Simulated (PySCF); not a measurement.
Ionisation energy of S²⁺ by level of theory

S²⁺ [Ne] 3s2 3p2 (3P) → S³⁺ [Ne] 3s2 3p1 (2P), as a difference of total energies. Calculation: PySCF 2.14, in aug-cc-pCVTZ-DK with one added diffuse shell each of s, p, d, f type (9s8p6d4f, 91 functions); the spin-free X2C one-electron Hamiltonian (Gaussian nucleus). Correlated levels: valence and next inner shell: 1s2 frozen. The calculations carry no spin-orbit coupling.

| method | ionisation energy (eV) |
| --- | --- |
| UHF | 34.150 |
| MP2 (valence and next inner shell) | 34.677 |
| SCS-MP2 (valence and next inner shell) | 34.575 |
| CCSD (valence and next inner shell) | 34.712 |
| CCSD(T) (valence and next inner shell) | 34.741 |

Q: How much does correlation contribute at CCSD(T) (valence and next inner shell)?

A: 34.741 − (34.150) = 0.591 eV, measured against UHF.

A first-order spin-orbit estimate (lowest level to lowest level, LS coupling) adds -0.009 eV.

Errors of the correlated levels include the incompleteness of this basis and the frozen core.

For comparison: 34.86 ± 0.04 eV (semi-empirical (NIST evaluation); NIST Atomic Spectra Database, ionization energies).
